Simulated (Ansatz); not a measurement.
`B[Si](C)(N)O` + `N=CF` → `BN=CF` + `C[SiH](N)O`  (cleavage of the B–Si bond)

Isolated molecules relaxed with PBE0-D4/def2-TZVP in Ansatz; ΔE leaves out vibrations. CBS: MP2 limit from def2 TZ/QZ plus the TZ coupled-cluster correction, frozen cores. This one scheme is used for every species. Functionals use def2-TZVPP. One conformer a species, not always the lowest.

`B[Si](C)(N)O`:

Z-matrix (Å, degrees):
```
Si
C 1 1.869
N 1 1.719 2 105.3
B 1 2.004 2 117.5 3 -116.0
O 1 1.660 2 109.6 3 125.0
H 2 1.095 1 111.5 3 -59.9
H 2 1.093 1 111.1 3 60.4
H 2 1.093 1 110.7 3 -179.7
H 3 1.006 1 122.4 2 -178.2
H 3 1.006 1 123.3 2 20.0
H 4 1.199 1 119.8 2 176.5
H 4 1.198 1 123.7 2 0.4
H 5 0.959 1 117.8 2 -44.1
```

`N=CF`:

Z-matrix (Å, degrees):
```
C
N 1 1.242
F 1 1.328 2 120.0
H 1 1.092 2 129.8 3 -180.0
H 2 1.016 1 110.6 3 -180.0
```

`BN=CF`:

Cartesian coordinates in Å:
```
B 0.169 1.130 -0.689
N -0.026 -0.047 -0.028
C -0.188 -1.090 0.588
F 0.179 -1.234 1.868
H 1.195 1.295 -1.281
H -0.697 1.955 -0.664
H -0.631 -2.009 0.207
```

`C[SiH](N)O`:

Cartesian coordinates in Å:
```
C -0.232 1.107 0.923
Si 0.354 -0.475 0.136
N 0.266 -0.246 -1.563
O -0.542 -1.790 0.569
H -0.273 0.996 2.009
H 0.446 1.935 0.698
H -1.231 1.381 0.573
H 1.706 -0.837 0.636
H 0.664 -0.910 -2.206
H 0.259 0.682 -1.952
H -1.417 -1.843 0.178
```

Task: Is it downhill or uphill in electronic energy at CCSD(T)/CBS, and by how much? (Best estimate.)

Result: The calculation gave: Downhill: ΔE = -140.0 kJ/mol.

Task: What do these levels give: revPBE-D4, B97M-V, PBE0-D4, r2SCANh-D4, r2SCAN0-D4, B2PLYP, BHLYP, RPA@PBE/def2-TZVPP, CCSD/def2-SVP, HF/def2-TZVPP, MP2/def2-TZVPP, MP2/def2-QZVPP? (Estimate.)

Result: Ansatz gave: revPBE-D4 -144.3, B97M-V -148.1, PBE0-D4 -145.9, r2SCANh-D4 -151.9, r2SCAN0-D4 -150.2, B2PLYP -152.3, BHLYP -152.4, RPA@PBE/def2-TZVPP -134.4, CCSD/def2-SVP -153.4, HF/def2-TZVPP -139.9, MP2/def2-TZVPP -147.6, MP2/def2-QZVPP -147.9 kJ/mol.

Largest T1 diagnostic among the species: 0.015.

From BLYP to BHLYP (50 % exact exchange), in def2-TZVPP and without D4, ΔE moves by +6.9 kJ/mol. The D4 term adds +4.1 kJ/mol with B3LYP and +2.4 kJ/mol with PBE0; it sums over pairs of atoms, weighted by their polarisabilities, and B3LYP, whose exchange is more repulsive, gets the larger term.

B3LYP here is the variant with VWN-RPA as its local correlation; programs differ in this.
